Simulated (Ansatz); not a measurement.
`O[SiH2][CH2][SbH2]` + H₂ → `O[SiH3]` + `[CH3][SbH2]` at 400 K and 1 bar (hydrogenolysis of the Si–C bond).

Program: Ansatz. Geometries: PBE0-D4/def2-TZVP. ΔE: electronic, gas phase. CCSD(T)/CBS adds triple-zeta CCSD(T) − MP2 to the extrapolated MP2 energy (def2 sets, frozen cores). This one scheme is used for every species. Elements past krypton have def2 core potentials. For Sb outer-core shells are correlated without core-valence functions, which leaves a few kJ/mol of doubt a bond. Each species was taken in one conformer, which may not be the lowest.

| species | CCSD(T)/CBS energy (Eh) | H − E (kJ/mol) | S (J/(mol·K)) |
| --- | --- | --- | --- |
| `O[SiH2][CH2][SbH2]` | -646.56944 | 223.8 | 404.4 |
| H₂ | -1.17544 | 38.0 | 139.0 |
| `O[SiH3]` | -366.69042 | 120.0 | 276.4 |
| `[CH3][SbH2]` | -281.05548 | 151.3 | 304.9 |

H − E and S are ideal-gas, rigid-rotor, harmonic terms from PBE0-D4/def2-TZVP, for one conformer and one mirror image of each species. For small species the MP2-based limit differs from directly extrapolated CCSD(T) by up to some mEh (0.8 for H₂); such offsets cancel only in part. 1 Eh = 2625.50 kJ/mol, R = 8.31446 J/(mol·K).

Problem. By hand: ΔE, ΔH, ΔS and ΔG.

Solution. ΔE = (-366.69042) + (-281.05548) − (-646.56944) − (-1.17544) = -0.00102 Eh = -2.7 kJ/mol. Δ(H − E) = 120.0 + 151.3 − 223.8 − 38.0 = 9.5, so ΔH = 6.8 kJ/mol. ΔS = 276.4 + 304.9 − 404.4 − 139.0 = 37.9 J/(mol·K). ΔG = 6.8 − 400 × (37.9)/1000 = -8.4 kJ/mol.

Problem. By hand: the equilibrium constant, and the temperature at which ΔG would vanish if ΔH and ΔS stayed fixed.

Solution. log₁₀ K = −ΔG/(RT ln 10) = 1.1. ΔG = 0 at ΔH/ΔS = 179 K, though so small a ΔH makes that figure unsure.

TΔS isn't small against ΔH here. A doubt of 5 kJ/mol in ΔE shifts log₁₀ K by 0.7 here. Other conformers and mirror images would add mixing entropy, several J/(mol·K) or more a flexible species. These are equilibria of isolated gas molecules and say nothing of rates. Largest T1 diagnostic: 0.013 (customary marks: 0.02 for closed shells, 0.045 for open ones).
